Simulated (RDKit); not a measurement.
RDKit input (MMFF94):

```python
from rdkit import Chem
from rdkit.Chem import AllChem, rdDetermineBonds

mol = Chem.MolFromXYZFile('mol.xyz')
rdDetermineBonds.DetermineBonds(mol, charge=0)
print('SMILES', Chem.MolToSmiles(Chem.RemoveHs(mol)))
ff = AllChem.MMFFGetMoleculeForceField(mol, AllChem.MMFFGetMoleculeProperties(mol))
e0 = ff.CalcEnergy()
flag = ff.Minimize(maxIts=5000, forceTol=1e-5)
print(f'energy {e0:.4f} -> {ff.CalcEnergy():.4f} kcal/mol, converged: {flag == 0}')
print(Chem.MolToXYZBlock(mol))
```
mol.xyz:
```
18

C     -1.72846600     0.11532200     1.53286800
Si    -1.30624800    -0.09494800    -0.27287200
C     -2.53855600    -1.19808600    -1.13565900
C     -1.16762200     1.56359900    -1.12241400
O      0.16765400    -0.86487700    -0.37558000
Si     1.76423900    -0.66373500    -0.25493200
Cl     2.19905400     0.87609600     1.06648300
H     -2.69788100     0.60457200     1.65510700
H     -1.77428200    -0.85092300     2.03988300
H     -0.97654500     0.72504100     2.03768100
H     -2.27075100    -1.34097500    -2.18465400
H     -3.54117100    -0.76509700    -1.10103800
H     -2.58131000    -2.18130700    -0.66242100
H     -2.12059700     2.09758800    -1.09710600
H     -0.42021600     2.19153700    -0.63259900
H     -0.87824500     1.44813500    -2.16939800
H      2.38187100    -1.88785900     0.28167700
H      2.34996200    -0.27876400    -1.55221900
```

Output:

```
SMILES C[Si](C)(C)O[SiH2]Cl
energy -25.6759 -> -28.2413 kcal/mol, converged: True
18

C     -1.650761    0.687523    1.315041
Si    -1.232707   -0.134806   -0.321690
C     -2.592202   -1.373390   -0.720124
C     -1.229321    1.181416   -1.664915
O      0.241229   -0.912418   -0.249539
Si     1.843208   -0.596187    0.014915
Cl     2.055079   -0.253120    2.019209
H     -2.637556    1.157609    1.268357
H     -1.659322   -0.048373    2.124469
H     -0.915927    1.459985    1.559936
H     -2.399721   -1.857945   -1.681812
H     -3.564344   -0.874612   -0.773714
H     -2.643747   -2.147365    0.051237
H     -2.206876    1.668445   -1.728440
H     -0.477648    1.947594   -1.453502
H     -1.002997    0.736403   -2.638309
H      2.673409   -1.769175   -0.349970
H      2.261094    0.623736   -0.718342
```

The geometry given is a B3LYP-D3(BJ)/def2-TZVP minimum.
